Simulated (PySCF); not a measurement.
Computed with PBE-D3(BJ)/def2-TZVP // BP86-D3(BJ)/def2-SVP in PySCF. Gas-phase values, no solvent. 

Reference species: [Ti(F)4] (neutral, multiplicity 1).

| Property | Value |
|---|---|
| LUMO | -4.10 eV |
| mean distance from the central atom to its bonded neighbours | 1.744 Å |

Changed species: [Ti(H)4] (4 of 4 F replaced by H; the reference has 0 of 4 F replaced by H).

Question: Predict the effect on the LUMO and mean distance from the central atom to its bonded neighbours.

Answer: the LUMO decreases by 0.22 eV, to -4.32 eV; the mean distance from the central atom to its bonded neighbours falls by 0.042 Å, to 1.702 Å.
